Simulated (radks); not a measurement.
Values are calculated unless marked as measured or tabulated.
Task: Tm+, configuration [Xe] 4f12 6s2 (not the ground configuration). Code: a radial shooting solver on a logarithmic mesh with Libxc functionals. Model: scalar-relativistic Kohn-Sham, PBEsol, spin-polarised, spherical densities, finite nucleus; open shells are filled with parallel spins first (spin-orbit coupling, left out, can overturn this in heavy ions); Fermi nuclear charge, rms radius 5.2256 fm. Some entries of the table are withheld. Estimate them.

| orbital | occ. | eigenvalue (eV) | <1/r> (bohr^-1) | <r> (bohr) |
|---|---|---|---|---|
| 1s up | 1 | -59267.72 | 79.04 | 0.02002 |
| 1s down | 1 | -59267.72 | 79.04 | 0.02002 |
| 2s up | 1 | -10013.66 | 18.42 | 0.08491 |
| 2s down | 1 | -10013.62 | 18.42 | 0.08491 |
| 2p up | 3 | -8845.762 | 16.96 | 0.07543 |
| 2p down | 3 | -8845.739 | 16.96 | 0.07543 |
| 3s up | 1 | -2263.867 | 6.796 | 0.2211 |
| 3s down | 1 | -2262.935 | 6.798 | 0.2211 |
| 3p up | 3 | -1910.109 | 6.339 | 0.2204 |
| 3p down | 3 | -1909.178 | 6.341 | 0.2203 |
| 3d up | 5 | -1472.587 | 6.007 | 0.1999 |
| 3d down | 5 | -1471.872 | 6.009 | 0.1999 |
| 4s up | 1 | -459.6742 | 2.876 | 0.4976 |
| 4s down | 1 | -457.7992 | 2.875 | 0.4976 |
| 4p up | 3 | -343.2546 | 2.628 | 0.5279 |
| 4p down | 3 | -341.4146 | 2.628 | 0.5280 |
| 4d up | 5 | -188.5491 | 2.325 | 0.5700 |
| 4d down | 5 | -186.7481 | 2.323 | 0.5704 |
| 5s up | 1 | (1) | (2) | 1.208 |
| 5s down | 1 | (3) | (4) | 1.213 |
| 5p up | 3 | -39.4403 | 0.9188 | 1.422 |
| 5p down | 3 | -38.8430 | 0.9126 | 1.430 |
| 4f up | 7 | -19.2193 | 1.752 | 0.7494 |
| 4f down | 5 | -17.6103 | 1.739 | 0.7598 |
| 6s up | 1 | -10.8786 | 0.3784 | 3.322 |
| 6s down | 1 | -10.8070 | 0.3766 | 3.338 |

Result: 
(1) 5s up eigenvalue (eV): -66.9840
(2) 5s up <1/r> (bohr^-1): 1.099
(3) 5s down eigenvalue (eV): -66.1453
(4) 5s down <1/r> (bohr^-1): 1.094
